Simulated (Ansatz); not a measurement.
Coupled-cluster diagnostics for TiSi6⁺, Ansatz.

Geometry of the doublet (PBE0-D4/def2-SVP):

```xyz
7

Ti    0.341    1.414    0.719
Si    1.300   -0.607   -0.635
Si    0.766    0.767   -2.389
Si   -1.092    0.339   -1.117
Si    1.641   -1.413    1.482
Si   -2.377    0.440    0.784
Si   -0.578   -0.940    1.156
```

Correlated methods freeze 35 core orbitals; core or outer-core shells of Ti are correlated, in sets that lack core-valence functions. In CCSD on the charge 1 doublet the largest single amplitude is 0.24, so its Hartree–Fock determinant may place the open shell otherwise than the density functionals do. No other spin state of charge 1 was run. Another isomer (doublet) lies 0.71 eV lower at PBE0-D4/def2-TZVP; other spin states weren't run for this one.

**Question.** Estimate the CCSD(T) correlation energy, the shares of MP2 and (T), T1 and the reference's ⟨S²⟩ for: charge 1, doublet, own geometry in def2-SVP; and the rough time on 4 threads of Arm Neoverse V2 on a shared host.

**Answer.** 
```tsv
state	basis	correlation (eV)	MP2 share (%)	(T) share (%)	T1	⟨S²⟩ (pure)	wall time	remarks
charge 1, doublet, own geometry	def2-SVP	-23.718	84.7	8.0	0.075	2.28 (0.75)	88 s	large T1 (0.075), spin-contaminated (⟨S²⟩ 2.28)
```
Customary marks for T1 are 0.02 (closed shells), 0.045 (open shells) and about 0.05 (3d metals). T1 exceeds 0.02 in 1 of 1 rows and 0.045 in 1; the higher it lies, the less the single-reference result can be trusted.
